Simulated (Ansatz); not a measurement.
Two isomers of C2H9OPSi: A = `CC[SiH2]PO`, B = `CC[SiH](O)P`.

Isolated molecules relaxed with PBE0-D4/def2-TZVP in Ansatz; ΔE leaves out vibrations. CCSD(T)/CBS adds triple-zeta CCSD(T) − MP2 to the extrapolated MP2 energy (def2 sets, frozen cores). DFT in def2-TZVPP. B3LYP here is the variant with VWN-RPA as its local correlation; programs differ in this. Each species was taken in one conformer, which may not be the lowest.

A:

```xyz
14

C    -0.0854   -1.7369   -0.0581
C     0.6430   -0.7021    0.7916
Si    1.0610    0.8877   -0.1156
P    -0.7650    1.9133   -0.9710
O    -1.8222    1.5929    0.2841
H    -0.2644   -2.6574    0.5032
H    -1.0556   -1.3609   -0.3904
H     0.4885   -2.0024   -0.9501
H     0.0385   -0.4299    1.6629
H     1.5810   -1.1108    1.1843
H     1.7454    1.8398    0.8025
H     1.9523    0.6365   -1.2861
H    -1.0736    0.8100   -1.8231
H    -2.4434    2.3202    0.3658
```

B:

```xyz
14

C    -0.786    0.085   -1.475
C    -0.991   -0.544   -0.101
Si    0.524   -0.549    0.999
O     1.771   -1.382    0.304
P     1.239    1.523    1.571
H    -1.697    0.042   -2.077
H    -0.004   -0.432   -2.038
H    -0.497    1.136   -1.397
H    -1.797   -0.035    0.440
H    -1.308   -1.589   -0.206
H     0.221   -1.272    2.261
H     2.241   -0.971   -0.421
H    -0.074    1.960    1.897
H     1.157    2.028    0.242
```

Question: Which is lower in electronic energy at CCSD(T)/CBS, and by how much? (Estimate.)

Answer: Ansatz gave: B, by 28.3 kcal/mol.

Question: Give E(B) − E(A) in kcal/mol with HF/def2-TZVPP, B3LYP, CCSD/def2-TZVPP, MP2/def2-TZVPP, B3LYP-D4, B2PLYP, ωB97M-V. (Estimate.)

Answer: Ansatz gave: HF/def2-TZVPP -27.9, B3LYP -26.8, CCSD/def2-TZVPP -28.6, MP2/def2-TZVPP -29.5, B3LYP-D4 -26.9, B2PLYP -27.8, ωB97M-V -27.5. None reverses the order clearly.

Largest T1 diagnostic: 0.012.

From PBE to PBE0 (25 % exact exchange), in def2-TZVPP and without D4, E(B) − E(A) moves by −1.1 kcal/mol.
